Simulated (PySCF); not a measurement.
C₃, SMILES [C]=C=[C] (connectivity only; charge and spin as stated), neutral, multiplicity 1. Atoms are numbered in the order given.

```xyz
3

C      0.0000     0.0000    -1.2883
C      0.0000     0.0000     0.0000
C      0.0000     0.0000     1.2883
```

Geometry optimised at PBE0-D3(BJ)/def2-TZVP. The isomer is the one that the SMILES or the coordinates give; other isomers of the formula were not compared.

Level of theory: IEF-PCM-B3LYP/def2-SVP in PySCF 2.14.0.

The values are the electrostatic part of the solvation free energy, E(continuum) − E(gas) at the gas-phase geometry, in a cavity of scaled van der Waals radii (PySCF's table); cavitation and dispersion terms are not included. In vacuum the orbital gap is 4.56 eV. The dipole moment in vacuum is 0.00 D.

Computed values in water (ε = 78.36), tetrahydrofuran (ε = 7.43), toluene (ε = 2.37):
```csv
solvent,ε,ΔG(elec) (kcal/mol),dipole (D),gap (eV)
water,78.36,-1.7,0.00,4.66
tetrahydrofuran,7.43,-1.4,0.00,4.64
toluene,2.37,-0.8,0.00,4.60
```
